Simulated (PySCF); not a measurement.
Al(H)2(nPr) (C₃H₉Al), SMILES CC[CH2][AlH2].

Coordinates come from a B3LYP-D3(BJ)/def2-SVP optimisation. The structure was generated by enumeration; whether it is a known compound was not checked. Other conformers were not sampled.

Two levels are set side by side: PBE/def2-TZVP (PySCF) and r2SCAN/def2-TZVP (PySCF). Same geometry, gas phase. Differences are taken from unrounded values.

| quantity | r2SCAN |
|---|---|
| orbital gap (eV) | 4.86 |
| highest occupied level (eV) | -6.57 |
| lowest empty level (eV) | -1.71 |
| dipole moment (D) | 0.74 |
| mean polarisability (bohr³) | 66.9 |

### Question
What does PBE give, and how far is it from r2SCAN? (Estimate from the structure and the level; the computed values follow.)

### Answer

```csv
quantity,PBE,PBE minus r2SCAN
orbital gap (eV),4.25,-0.61
highest occupied level (eV),-6.33,0.24
lowest empty level (eV),-2.08,-0.36
dipole moment (D),0.76,0.02
mean polarisability (bohr³),68.8,2.0
```

Rough cost on one machine, each run with all the roots and properties that it gave: r2SCAN against PBE about 4 times.
